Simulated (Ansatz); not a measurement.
A run for Ansatz (an electronic-structure program): R-wB97M-V/def2-TZVPPD on C4H8 (a complex), monomers drawn apart or pushed together. Files ending in .json are basis or fitting sets from the Basis Set Exchange.

Ansatz 0.2 input:
```yaml
crystal:
  periodic: [false, false, false]
  atoms:
    - {symbol: H, position_ang: [-0.39781017, -0.77197386, -0.13853253]}
    - {symbol: H, position_ang: [-0.31462272, -0.32971041, 0.45481437]}
    - {symbol: C, position_ang: [1.07381960, 1.76813061, 3.85664774]}
    - {symbol: C, position_ang: [0.16435449, 1.05859108, 4.52698931]}
    - {symbol: C, position_ang: [0.29312858, -0.35514550, 4.82979448]}
    - {symbol: C, position_ang: [-0.62015703, -1.06546462, 5.49355187]}
    - {symbol: H, position_ang: [1.98776345, 1.31274727, 3.49306244]}
    - {symbol: H, position_ang: [0.93483716, 2.82076363, 3.65090068]}
    - {symbol: H, position_ang: [-0.74182431, 1.54565890, 4.87667567]}
    - {symbol: H, position_ang: [1.19895854, -0.84256461, 4.47992484]}
    - {symbol: H, position_ang: [-0.48384707, -2.11914822, 5.69574429]}
    - {symbol: H, position_ang: [-1.53490396, -0.60985577, 5.85487885]}
basis:
  gaussian:
    orbitals: def2-TZVPPD.json
hamiltonian:
  xc: {name: wB97M-V}
scf: {lower_state_search: off}
```

It printed:

```
WARN ansatz: RAYON_NUM_THREADS=1 ignored (pool sized by the plan → 1); use --threads N
Functional definition: wB97M-V
these checks for a lower state are left out or cut short: stability, starts, cluster_reference, orbital_swaps, neighbouring_geometries, increment
integrals: 0.21 GiB planned
1168 factors; their error is unknown
integrals: 0.25 GiB planned
396 factors; integrals over basis functions are off by at most 3.6e-5 eV
mean field: 2.08 GiB planned
mean field evaluation 1: about -4271.4907 eV, gradient 4.2e1 eV
mean field evaluation 2: about -4273.9714 eV, gradient 2.7e1 eV
mean field evaluation 4: about -4275.6552 eV, gradient 1.9e0 eV
mean field evaluation 8: about -4275.6742 eV, gradient 3.0e-2 eV
mean field evaluation 16: about -4275.6456 eV, gradient 7.0e-5 eV
mean field -4275.64562829 eV, -157.1270787030 hartree, gradient 6.3e-6 eV, S^2 0.000000; 0 other end points of the search recorded, 0 dependent functions left out
reference -4275.64569147 eV, -157.1270810249 hartree; 16, 16 occupied and 268, 268 virtual orbitals, 1168 factors
Total energy: -4275.64569147 eV, -157.1270810249 hartree
Checks for a lower state left out: stability, starts, cluster_reference, orbital_swaps, neighbouring_geometries, increment
```

The run converged.

Cost: very roughly 12 core-seconds.
